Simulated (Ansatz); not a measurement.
FH$_{4}$O$_{3}$Si$_{2}$, SMILES `O[Si](O)(F)O[SiH2]` radical. Charge 0, multiplicity 2. The geometry is a stationary point of PBE0-D4/def2-TZVP. It is one conformer, not always the lowest.

```xyz
10

O     1.471   -0.447    0.991
Si    0.026   -0.815    0.364
O     0.240   -1.775   -0.927
F    -0.881   -1.589    1.412
O    -0.736    0.559    0.017
Si   -0.591    2.195   -0.062
H     2.132   -1.138    1.051
H    -0.513   -2.257   -1.269
H     0.649    2.560   -0.807
H    -1.797    2.708   -0.770
```

Q: What is the dipole moment at PBE/def2-TZVPP? (An estimate is asked.)

A: Computed: 1.45 D, with components (0.41, -1.05, -0.91) D in this frame, pointing from negative to positive charge.

Q: And with r2SCAN, B3LYP, ωB97M-V? (An estimate is asked.)

A: The calculation gave: r2SCAN 1.43 D, B3LYP 1.37 D, ωB97M-V 1.31 D.

Q: Give the Mulliken charges with PBE, B3LYP, r2SCAN in def2-TZVPP. (Estimate.)

A: Ansatz gave: 
```
atom    PBE  B3LYP  r2SCAN
  O1  -0.34  -0.38   -0.40
 Si2   0.66   0.84    0.85
  O3  -0.34  -0.38   -0.40
  F4  -0.27  -0.31   -0.31
  O5  -0.26  -0.34   -0.37
 Si6   0.23   0.29    0.32
  H7   0.20   0.20    0.21
  H8   0.20   0.20    0.21
  H9  -0.04  -0.05   -0.06
 H10  -0.04  -0.06   -0.06
```

B3LYP here is the variant with VWN-RPA as its local correlation; programs differ in this.
